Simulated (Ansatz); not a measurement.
Frontier orbitals of C3H7FSi, SMILES `FC/C=C/[SiH3]`.

```csv
atom,x (Å),y (Å),z (Å)
F1,-2.3372,1.1758,-0.3292
C2,-1.4797,1.2563,0.7427
C3,-0.2535,0.4386,0.5426
C4,0.0134,-0.2952,-0.5342
Si5,1.5677,-1.2909,-0.7124
H6,-1.2152,2.3112,0.8878
H7,-2.0204,0.9206,1.6364
H8,0.4464,0.4821,1.3768
H9,-0.7252,-0.2974,-1.3335
H10,2.3494,-0.8521,-1.9001
H11,2.3957,-1.1131,0.5107
H12,1.2586,-2.7360,-0.8877
```

Charge 0, multiplicity 1. The geometry is a stationary point of PBE0-D4/def2-TZVP. It is one conformer, not always the lowest. Basis def2-TZVPP, Ansatz 0.2.0.

Orbital energies of one run (eV). Highest occupied ones, from the top: -9.11, -10.51, -11.03, -11.29, -11.89, -12.13, -12.96, -15.36, -15.44, -15.69, -16.72, -17.81, -21.29, -24.14. Empty: 0.75, 1.69, 2.29, 2.55, 2.65, 2.84.

Task: Which functional gave them?
A. HSE06 (plane-wave form)
B. PBE
C. CAM-B3LYP
D. ωB97M-V

Result: C. HOMO energies: CAM-B3LYP -9.11, PBE -6.66, ωB97M-V -10.01, HSE06 -7.40 eV.
